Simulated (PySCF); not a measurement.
## `[H]/N=C(/C)C[C@@H](C)F`, C5H10FN

Geometry (Å), atoms numbered from 1 in this order:
```xyz
17

C    -1.8356   -1.0274    0.1541
C    -1.1817    0.3128    0.2477
N    -1.6660    1.1663    1.0328
C     0.0343    0.5232   -0.6327
C     1.2995    0.6736    0.2158
C     1.6580   -0.5909    0.9786
F     2.3497    0.9998   -0.6276
H    -2.2565   -1.1548   -0.8422
H    -1.1055   -1.8178    0.3145
H    -2.6298   -1.1024    0.8900
H    -1.1949    2.0687    1.0485
H    -0.0944    1.4382   -1.2177
H     0.1664   -0.3106   -1.3234
H     1.2040    1.5242    0.9047
H     0.8808   -0.8114    1.7050
H     2.6017   -0.4521    1.5001
H     1.7629   -1.4275    0.2913
```

Level of theory: PySCF, GIAO wB97X-D/pcSseg-1 magnetisability, rotational g tensor and spin-rotation constants, non-relativistic, gas phase. Geometry: GFN2-xTB.

Q: What are the magnetisability and the molar susceptibility?

A: Isotropic -1079 × 10⁻³⁰ J/T², or -65.0 × 10⁻⁶ cm³/mol; principal values -1168, -1119, -949 × 10⁻³⁰ J/T², anisotropy 200 × 10⁻³⁰ J/T² (root of half the summed squared differences of the principal values). The susceptibility is in cgs units.

Q: Split it along the inertial axes a, b, c into diamagnetic and paramagnetic parts about the centre of mass, with the quadrupole moment.

A: 
```
axis  χ (10⁻⁶ cm³/mol)  diamagnetic (10⁻⁶ cm³/mol)  paramagnetic (10⁻⁶ cm³/mol)  summed x² of all electrons (Å²)  quadrupole Θ (D Å)
   a             -67.4                      -378.1                        310.7                            165.3              -11.71
   b             -63.4                      -855.7                        792.3                             52.7               +7.47
   c             -64.1                      -924.9                        860.9                             36.4               +4.24
```
Anisotropies 2χaa − χbb − χcc = -7.4 and 2χbb − χaa − χcc = +4.8 × 10⁻⁶ cm³/mol. Θ is traceless in Buckingham's convention.

Q: And the rotational g tensor?

A: 
```tsv
axis	rotational constant (GHz)	g	nuclear part	electronic part
a	4.5127	-0.0147	0.6439	-0.6586
b	1.5331	-0.0161	0.5546	-0.5707
c	1.4165	-0.0131	0.5598	-0.5729
```
Asymmetric top; isotopes 12C, 19F, 1H, 14N; no vibrational averaging.
